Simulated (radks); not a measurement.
The argon ion Ar4+, configuration [Ne] 3p2 4p2 (not the ground configuration).

Method: Dirac Kohn-Sham, Wu-Cohen GGA, spin-unpolarised, spherical densities, finite nucleus; open shells fill j = l - 1/2 first; Fermi nuclear charge, rms radius 3.4274 fm; computed with a radial shooting solver on a logarithmic mesh with Libxc functionals.

Energy parts (hartree):
| part | energy |
|---|---|
| total | -519.27423 |
| kinetic | 522.60335 |
| electron-nucleus | -1198.08501 |
| Hartree | 184.03652 |
| exchange-correlation | -27.82908 |

Orbitals (lengths in bohr, moments of r in powers of bohr; r(max) is where P^2 peaks):
orbital,occ.,eigenvalue (hartree),<1/r>,r(max)
1s1/2,2,-118.1076,17.69,0.05608
2s1/2,2,-14.22586,3.575,0.3380
2p1/2,2,-11.84703,3.496,0.2782
2p3/2,4,-11.76361,3.467,0.2801
3p1/2,2,-2.90818,1.096,1.113
3p3/2,0,-2.89618,1.090,1.117
4p1/2,2,-1.18948,0.4918,2.719
4p3/2,0,-1.18627,0.4903,2.726

The highest occupied level is 4p1/2 at -32.367 eV. The configuration is held as typed, so some empty levels lie below it. Summed over all electrons, <r^2> = 22.87 bohr^2, which gives a Langevin (diamagnetic) susceptibility term of -18.1 x 10^-6 cm^3/mol.
